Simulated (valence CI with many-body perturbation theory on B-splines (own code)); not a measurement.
**Basis-set convergence for W42+**

Calculated by relativistic CI+MBPT: four valence electrons over a frozen Dirac-Fock core [Ar] 3d10, a basis of 9 s, 9 p, 8 d, 6 f, 3 g, 1 h functions for each j, with the one-electron correlation potential Σ1 (screened to all orders), the two-electron term Σ2, the three-electron term Σ3, Breit, model QED; selected single and double excitations, second order for the rest, scaled by the run's own slope (own B-spline code, finite nucleus).

No measured spectrum was set against this ion. As an estimate, large intervals hold to a few tenths of a per cent, small ones and those within an open d or f shell to about a per cent.

The reference run has the lowest level (4s^2 4p1/2^2) J=0 and an ionisation energy of 2147.01 eV. Its largest variational space holds 20000 state functions.

Levels are named by their leading jj configuration (3d3/2^4 stands for four electrons in 3d with j = 3/2), which in mixed levels can hold well under half, so a name can repeat and another be missing. Letters in brackets count levels of one name in rising energy.

Changed runs:
A. basis 6 s, 6 p, 5 d, 3 f, 1 g
B. basis 5 s, 5 p, 4 d, 2 f

Excitation energies of the reference run in cm⁻¹, and shifts in cm⁻¹:

| Level | Reference | A | B |
| --- | --- | --- | --- |
| (4s^2 4p1/2 4p3/2) J=1 | 738444 | -122 | -457 |
| (4s^2 4p1/2 4p3/2) J=2 | 773045 | -8.8 | +26 |
| (4s 4p1/2^2 4p3/2) J=2 | 1513530 | -136 | -458 |
| (4s^2 4p3/2^2) J=2 | 1537670 | -99 | -286 |
| (4s^2 4p3/2^2) J=0 | 1612570 | +26 | +253 |
| (4s 4p1/2^2 4p3/2) J=1 | 1631900 | +10 | +166 |
| (4s^2 4p1/2 4d3/2) J=2 | 1973470 | +19 | +266 |
| (4s^2 4p1/2 4d3/2) J=1 | 2120050 | +287 | +1464 |
| (4s 4p1/2 4p3/2^2) J=2 [a] | 2157630 | -217 | -727 |
| (4s^2 4p1/2 4d5/2) J=3 | 2192670 | +29 | +330 |
| (4s 4p1/2 4p3/2^2) J=2 [b] | 2286300 | +53 | +431 |
| (4s 4p1/2 4p3/2^2) J=3 | 2322820 | +40 | +370 |
| Ionisation energy (eV) | 2147.01 | -0.04 | -0.15 |
